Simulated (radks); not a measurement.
Spin polarisation of the 5p2 shell in neutral tin. Start: [Kr] 4d10 5s2 5p(up 1, down 1); electrons of 5p are moved from spin down to spin up, other shells keep equal spins. All-electron calculation, non-relativistic Kohn-Sham, PBE, spin-polarised, spherical densities, point nucleus. Program: a radial shooting solver on a logarithmic mesh with Libxc functionals.

moment (Bohr magnetons)  E - E(0) (eV)  e(5p up) (eV)  e(5p down) (eV)  5s down minus up (eV)  4d down minus up (eV)
0                                0.000         -3.770           -3.770                  0.000                 0.000
0.5                             -0.039         -3.916           -3.601                  0.302                  0.038
1                               -0.158         -4.042           -3.410                  0.605                  0.077
1.5                             -0.356         -4.146           -3.195                  0.911                  0.117
2                               -0.634         -4.231           -2.947                  1.217                  0.157

At moment 2 the spin-polarisation energy is -0.634 eV and the 5p exchange splitting 1.284 eV, that is 0.642 eV per Bohr magneton; E = -I m^2/4 would give I = 0.634 eV.
